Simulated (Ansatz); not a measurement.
`C[SiH2]C[SiH2]Cl` + `C[O][Sn]([CH3])([F])[SH]` → `C[O][Sn]([CH3])([F])[S]C` + `[SiH3]C[SiH2]Cl`  (substitution at a C–Si bond)

Program: Ansatz. Geometries: PBE0-D4/def2-TZVP. ΔE: electronic, gas phase. CCSD(T)/CBS adds triple-zeta CCSD(T) − MP2 to the extrapolated MP2 energy (def2 sets, frozen cores). DFT in def2-TZVPP. Elements past krypton have def2 core potentials. For Sn outer-core shells are correlated without core-valence functions, which leaves a few kJ/mol of doubt a bond. Each species was taken in one conformer, which may not be the lowest.

| level | ΔE (kcal/mol) |
| --- | --- |
| PBE-D4 | 14.2 |
| HF/def2-QZVPP | 14.9 |
| HF/CBS(def2) | 14.9 |
| CCSD/CBS(def2) | 14.7 |

(1) What does CCSD(T)/CBS give? (An estimate is asked.)

Largest T1 diagnostic among the species: 0.013.

## Answers

(1) Ansatz gave: +14.4 kcal/mol. The listed levels differ from it by -0.2, 0.5, 0.5, 0.3 kcal/mol.

The D4 term adds −0.8 kcal/mol with B3LYP and −0.5 kcal/mol with PBE0; it sums over pairs of atoms, weighted by their polarisabilities, and B3LYP, whose exchange is more repulsive, gets the larger term.

B3LYP here is the variant with VWN-RPA as its local correlation; programs differ in this.
